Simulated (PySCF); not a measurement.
# Excitation energy of Ga by level of theory

Ga [Ar] 3d10 4s2 4p1 (2P) → Ga [Ar] 3d10 4s1 4p1 4d1 (high-spin determinant), as a difference of total energies. Computed with PySCF 2.14 in aug-cc-pVTZ-PP with ECP10MDF (6s5p4d2f, 55 functions), with scalar relativity through the core potential. Correlated levels: valence: 3s2 3p6 3d10 frozen. The calculations carry no spin-orbit coupling.

```
           method  excitation energy (eV)
              UHF                   8.808
              LDA                  10.570
              PBE                  10.140
             PBE0                   9.978
           r2SCAN                  10.113
          r2SCANh                  10.075
          wB97X-V                  10.426
           M06-2X                  10.236
             BP86                  10.215
    MP2 (valence)                   9.576
SCS-MP2 (valence)                   9.815
```

**Question.** How much does correlation contribute at MP2 (valence)?

**Answer.** 9.576 − (8.808) = 0.768 eV, measured against UHF.

The upper state lies above the first ionisation limit, but in LS coupling its spin forbids autoionisation to the ground ion.

The promoted electron is Rydberg-like, and one or two diffuse shells describe it only roughly, which tends to raise the upper state.

The determinant of the upper state mixes LS terms, which raises its energy above the lowest term, most at the Hartree-Fock and MP2 levels.
